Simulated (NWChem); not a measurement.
arsenic trifluoride (AsF3)

SMILES: F[As](F)F
```xyz
4

F      0.7389    -0.4892     1.2818
As     0.0009     0.3989     0.0000
F      0.7389    -0.4892    -1.2818
F     -1.4811    -0.4842     0.0000
```
Charge 0, spin multiplicity 1.

All runs are NWChem calculations. Structure: optimised with PBE0/def2-SVP, a minimum by its harmonic frequencies.

Symmetry labels belong to the abelian group Cs used in the runs, with the axes of the coordinates shown; states degenerate in a higher group split over its labels.

The Hamiltonian is non-relativistic.

Q: List the lowest 3 singlet excitations that CIS/def2-SVP gives, with oscillator strengths.

A: 
| state | symmetry | energy (eV) | wavelength (nm) | f |
|---|---|---|---|---|
| 1 | a' | 9.14 | 136 | 0.339 |
| 2 | a" | 9.14 | 136 | 0.339 |
| 3 | a' | 11.45 | 108 | 0.347 |
